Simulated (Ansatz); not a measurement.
Two isomers of C2H5FSSi: A = `F/C(S)=C\[SiH3]`, B = `F[Si]1(S)CC1`.

Gas-phase electronic energies from Ansatz, PBE0-D4/def2-TZVP geometries. CBS: MP2 limit from def2 TZ/QZ plus the TZ coupled-cluster correction, frozen cores. DFT in def2-TZVPP. B3LYP here is the variant with VWN-RPA as its local correlation; programs differ in this. One conformer a species, not always the lowest.

(1) Which isomer does CCSD(T)/CBS put lower? Give the gap. (Best estimate.)

(2) Give E(B) − E(A) in kJ/mol with BLYP-D4, MP2/def2-TZVPP, LDA (SPW92), HF/def2-TZVPP, ωB97M-V, B2PLYP, B3LYP. (Estimate.)

(3) Does the order hold for the free energy at 298.15 K (harmonic terms from PBE0-D4)? (An estimate is asked.)

Largest T1 diagnostic: 0.013.

Results:

(1) The calculation gave: B, by 260.8 kJ/mol.

(2) The calculation gave: BLYP-D4 -225.3, MP2/def2-TZVPP -271.0, LDA (SPW92) -251.6, HF/def2-TZVPP -238.3, ωB97M-V -257.5, B2PLYP -249.2, B3LYP -238.1. None reverses the order clearly.

(3) The calculation gave: Yes: G(B) − G(A) = -236.9 kJ/mol, for one conformer each. Modes under 60 cm⁻¹, often nearly free rotors, make the harmonic entropy too high.

Leaving LDA and LC-ωPBE aside and taking each functional with its dispersion term where it has one, the values, not all of them listed here, spread over 44.9 kJ/mol, from PBE-QIDH to BLYP-D4. LDA lies −7.8 kJ/mol from PBE without D4. From r2SCAN to r2SCAN0 (25 % exact exchange), in def2-TZVPP and without D4, E(B) − E(A) moves by −10.1 kJ/mol.
